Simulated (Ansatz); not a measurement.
C3H8OSi can be A, `CC1C[SiH2]O1`, or B, `CC(C)O[SiH]`.

Gas-phase electronic energies from Ansatz, PBE0-D4/def2-TZVP geometries. CBS: MP2 limit from def2 TZ/QZ plus the TZ coupled-cluster correction, frozen cores. Functionals use def2-TZVPP. B3LYP here is the variant with VWN-RPA as its local correlation; programs differ in this. One conformer a species, not always the lowest.

Problem. Which is lower in electronic energy at CCSD(T)/CBS, and by how much? (Best estimate.)

Solution. Ansatz gave: A, by 18.6 kcal/mol.

Problem. Give E(B) − E(A) in kcal/mol with B3LYP, LDA (SPW92), ωB97M-V, PBE-D4, CCSD(T)/def2-TZVPP, r2SCAN-D4, BLYP-D4. (An estimate is asked.)

Solution. Ansatz gave: B3LYP 15.6, LDA (SPW92) 19.7, ωB97M-V 17.7, PBE-D4 17.8, CCSD(T)/def2-TZVPP 17.7, r2SCAN-D4 21.4, BLYP-D4 13.1. None reverses the order clearly.

Problem. Does the order hold for the free energy at 298.15 K (harmonic terms from PBE0-D4)? (Best estimate.)

Solution. Computed: Yes: G(B) − G(A) = +18.6 kcal/mol, for one conformer each.

Largest T1 diagnostic: 0.014.

From r2SCAN to r2SCAN0 (25 % exact exchange), in def2-TZVPP and without D4, E(B) − E(A) moves by +1.0 kcal/mol. At CCSD(T), def2-SVP lies −6.2 kcal/mol from the extrapolated value and def2-TZVPP −0.9 kcal/mol.
